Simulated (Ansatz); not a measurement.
Stepwise reaction of `CC(=O)OB(F)F` with hydrogen, as a gas-phase model of exchange steps in deposition or etching. ΔE in kJ/mol; ΔG adds harmonic PBE0-D4 terms to CCSD(T)/CBS, at 1 bar.

Program: Ansatz. Geometries: PBE0-D4/def2-TZVP. ΔE: electronic, gas phase. CCSD(T)/CBS adds triple-zeta CCSD(T) − MP2 to the extrapolated MP2 energy (def2 sets, frozen cores). This one scheme is used for every species. Functionals use def2-TZVPP. B3LYP here is the variant with VWN-RPA as its local correlation; programs differ in this. One conformer a species, not always the lowest.

| step | reaction | PBE-D4 | B3LYP-D4 | ωB97M-V | CCSD(T)/CBS | ΔG(500 K) |
| --- | --- | --- | --- | --- | --- | --- |
| 1 | `CC(=O)OB(F)F` + H₂ → `CC(=O)OBF` + H–F | 112.2 | 116.4 | 116.0 | 108.2 | 109.0 |
| 2 | `CC(=O)OBF` + H₂ → `BOC(C)=O` + H–F | 133.5 | 135.9 | 136.0 | 127.8 | 128.7 |

Q: By hand: ΔE of the 2 steps together at CCSD(T)/CBS.

A: (108.2) + (127.8) = 236.0 kJ/mol, or 118.0 kJ/mol a step.

In ΔE each step is higher than the one before. All are uphill at CCSD(T)/CBS. ΔG lies between 109.0 and 128.7 kJ/mol a step. PBE-D4 differs from CCSD(T)/CBS by 4.0 to 5.7 kJ/mol a step. Isolated molecules leave out the surface, adducts and barriers. Largest T1 diagnostic: 0.015.
